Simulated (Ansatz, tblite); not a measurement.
Forces on the cluster Cu₂Br₄ at its r2SCAN-D4/def2-SVP geometry. Total charge 0; singlet.

The xTB rows come from tblite. A triplet lies near this restricted singlet, and broken spin symmetry wasn't tried. The structure comes from a short search, and lower isomers may exist.

GFN1-xTB (tblite), largest force 0.54 eV/Å:

```xyz
6
positions Å, forces eV/Å
Cu   -0.523    1.191   -0.244   -0.046    0.217   -0.042
Cu    0.522   -1.191    0.248    0.047   -0.217    0.040
Br    1.782    0.755    0.025    0.522    0.108    0.027
Br   -1.781   -0.755   -0.030   -0.523   -0.108   -0.027
Br    0.557   -3.407    0.624    0.124   -0.291    0.061
Br   -0.557    3.407   -0.623   -0.124    0.291   -0.059
```

GFN2-xTB (tblite), largest force 0.77 eV/Å:

```
Cu -0.508 0.565 -0.144
Cu 0.509 -0.566 0.135
Br -0.340 -0.468 0.052
Br 0.339 0.469 -0.047
Br 0.081 -0.012 0.010
Br -0.081 0.013 -0.008
```

PBE-D4/def2-TZVP (Ansatz), largest force 0.13 eV/Å:

```
Cu -0.130 0.008 -0.017
Cu 0.131 -0.010 0.009
Br 0.110 0.016 0.009
Br -0.111 -0.016 -0.004
Br -0.014 -0.087 0.015
Br 0.014 0.087 -0.012
```
